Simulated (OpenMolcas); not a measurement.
# Fe4+: moving or changing the point charges

Fe4+ among 8 point charges of -1.6 e arranged as a cube (Oh), 2.01 Å from the ion.

| Item | Value |
| --- | --- |
| Program | OpenMolcas |
| Method | CASSCF |
| Basis | ANO-RCC-VDZP [5s4p2d1f] |
| Scalar Hamiltonian | DKH2, point nucleus |
| Active space | 4 electrons in 5 orbitals (3d) |
| State averaging | 2S+1 = 5 even, 5 roots; 2S+1 = 3 even, 45 roots; 2S+1 = 1 even, 50 roots |
| Spin-orbit coupling | RASSI with atomic mean-field integrals over the reference wave functions |

Runs around this geometry, states (labels of O, the rotations of Oh). Energies in cm-1 above the lowest state or level, χT in cm3 K/mol; under a threefold ground state the first gap can be a small split of the lowest multiplet, not the spin-orbit step.

| R (Å) | q (e) | Ground state | First state of that spin | First gap with spin-orbit (degeneracies) | χT at 300 K | First state of another spin |
| --- | --- | --- | --- | --- | --- | --- |
| 2.01 | -0.8 | 5T2 | 5E 743.5 | 133.3 (1, 3) | 1.510 | 3T1 26456 |
| 1.81 | -1.6 | 5T2 | 5E 2472 | 83.5 (1, 3) | 1.891 | 3T1 25548 |
| 2.01 | -1.6 | 5T2 | 5E 1478 | 108.0 (1, 3) | 1.727 | 3T1 26166 |
| 2.21 | -1.6 | 5T2 | 5E 933.1 | 126.5 (1, 3) | 1.574 | 3T1 26405 |

Taking the first state of the same spin as R^-n, n = -ln(933.1 / 2472) / ln(2.21 / 1.81) = 4.9 between the shortest and longest distance.

Scaling the charges by -0.8 / -1.6 = 0.50 scales the first state of the same spin by 743.5 / 1478 = 0.50; with fixed orbitals a first-order splitting would follow the charge.

An orbital triplet at a regular site is open to Jahn-Teller coupling, which can distort the site and quench the lowest spin-orbit gaps and is left out. Without dynamic correlation the repulsion within the d shell is too large (B by tens of per cent), so at a given field states of lower spin stand too high. Point charges give a weaker field than real ligands, and real ions of this kind are often low spin; the high spin found here belongs to the model. The ground term spreads over less than 5000 cm-1, several times less than with real ligands, so orbital moments are less quenched and χT lies further from the spin-only value than at real sites. Point charges carry no covalency, so the field is a model and not that of real ligands. No measured value stands beside these numbers.
